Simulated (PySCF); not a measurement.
## [La(H2O)3]3+ at several levels of theory

Computed with PySCF 2.14.0 (density fitting, no spin-orbit coupling) at the geometry relaxed with PBE0:

```xyz
10
[La(H2O)3]3+ (singlet)
La    0.0000    0.0000    0.0000
O     2.4072    0.0000    0.0000
H     3.0216    0.7672    0.0684
H     3.0217   -0.7672   -0.0684
O    -1.2036    2.0847    0.0000
H    -2.1753    2.2332    0.0684
H    -0.8464    3.0004   -0.0684
O    -1.2036   -2.0847    0.0000
H    -0.8464   -3.0004    0.0684
H    -2.1752   -2.2332   -0.0684
```

```tsv
level	basis	state	HOMO (eV)	gap (eV)	charge on La1 (e)	population of f-type functions on La1 (core shells left out)	dipole about the centre of mass (D)	largest force component (eV/Å)
PBE0	La def2-SVP with ECP46, O def2-SVP, H def2-SVP	singlet	-24.53	8.18	2.03	0.10	0.00	0.01
CAM-B3LYP	the same	singlet	-26.00	10.62	2.02	0.11	0.00	0.11
BLYP	the same	singlet	-22.55	5.39	1.89	0.10	0.00	0.57
```

Charges are Mulliken's, which hang on the basis. The relaxation used the grid (50, 194), these runs (75, 302) or, all-electron (x2c bases, spin-free X2C Hamiltonian), (99, 590).

**Question.** What does PBE0 with La def2-TZVP with ECP46, O def2-TZVP, H def2-TZVP give here?

**Answer.** state singlet, HOMO (eV) -24.58, gap (eV) 8.24, charge on La1 (e) 2.19, population of f-type functions on La1 (core shells left out) 0.10, dipole about the centre of mass (D) 0.00, largest force component (eV/Å) 0.34. Time: 10 s on 2 threads of Intel(R) Xeon(R) 6975P-C (Granite Rapids), with other jobs on the host, from free ions and atoms.

In the first row's basis the gap widens with exact exchange: 5.4 eV for BLYP (none); 8.2 eV for PBE0 (a fixed share); 10.6 eV for CAM-B3LYP (rising or full at long range).

A frequency check found unstable modes (1, the lowest at -13 cm⁻¹), so the relaxed geometry is a saddle point, or these are noise.
